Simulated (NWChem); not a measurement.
## Correlation energy of CH₂F

```xyz
4

C     -0.6428     0.1005     0.0000
F      0.6807    -0.0533     0.0000
H     -1.1346    -0.0614     0.9634
H     -1.1346    -0.0614    -0.9634
```
Charge 0, spin multiplicity 2.

Program: NWChem. Structure: optimised with UB3LYP/def2-SVP, a minimum by its harmonic frequencies.

Basis set: def2-TZVP. Each correlation energy counts from its own Hartree-Fock reference.

The correlated methods keep 2 core orbitals frozen. The structure started from a generated list of species. The unpaired electrons of the parent sit in orbitals of symmetry a' (Cs labels of the run); other states weren't searched. No SCF solution was tested for a lower state. Open-shell Hartree-Fock references start from PBE0 orbitals. No row is a measurement; the coupled-cluster row has its own basis-set and correlation limits.

Question: One of these methods gave a correlation energy of -390.4 mHa. Which?
A) SCS-UMP2
B) CCSD on ROHF
C) UMP2
D) CCSD[T] on ROHF

Answer: C, UMP2. The others give -384.8 (SCS-UMP2), -412.0 (CCSD on ROHF), -425.1 (CCSD[T] on ROHF).
